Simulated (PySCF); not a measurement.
# Excitation energy of He by level of theory

He 1s2 (1S) → He 1s1 2s1 (3S), as a difference of total energies. Computed with PySCF 2.14 in aug-cc-pV5Z (6s5p4d3f2g, 80 functions), with no relativity, point nucleus. Correlated levels: valence: nothing frozen. The calculations carry no spin-orbit coupling.

```csv
method,excitation energy (eV)
UHF,18.771
MP2 (valence),19.743
SCS-MP2 (valence),19.956
CCSD (valence),19.873
```

Problem. How much does correlation contribute at MP2 (valence)?

Solution. 19.743 − (18.771) = 0.972 eV, measured against UHF.

Errors of the correlated levels include the incompleteness of this basis.

The promoted electron is Rydberg-like, and one or two diffuse shells describe it only roughly, which tends to raise the upper state.

With two correlated electrons CCSD is exact in that space.

For comparison: 19.820 eV (measured; NIST levels).
